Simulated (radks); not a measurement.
The numbers below are computed, except where a source is named.
Task: Numerical settings for the hafnium ion Hf+, [Xe] 4f14 5d1 6s2. Code: a radial shooting solver on a logarithmic mesh with Libxc functionals. Model: Dirac Kohn-Sham, BLYP, spin-unpolarised, spherical densities, point nucleus; open shells fill j = l - 1/2 first. The defaults (mesh step 0.008 in ln r, mesh end at 40 bohr or more with all orbitals vanishing there, Anderson mixing 0.5 over 9 steps, residual threshold near 1e-9 with the energy settled to 1e-9 hartree or 1e-11 of itself, here a cap of 100 iterations) give E = -15098.3917 hartree and 5d3/2 at -10.828 eV in 16 iterations. Run on one thread of a shared host, so times are rough (Arm Neoverse N1): 0.28 s of CPU time, 0.28 s wall, 16 iterations on 2648 mesh points. One setting is changed at a time: mesh step in ln r 0.005; mesh step in ln r 0.012; mesh step in ln r 0.03; mesh end (bohr) 5; mesh end (bohr) 8; residual threshold 0.01; residual threshold 0.001; mixing 1; linear mixing, mixing 0.2; linear mixing, mixing 0.8; mixing history 20; iteration cap 8. Which runs fail to converge, and which converge to a wrong energy?

Result: Not converged within the cap: linear mixing, mixing 0.8; iteration cap 8. Settings that end as converged yet miss the energy by more than 1 mhartree: mesh end (bohr) 5 (+0.124 hartree); mesh end (bohr) 8 (+0.00179 hartree).
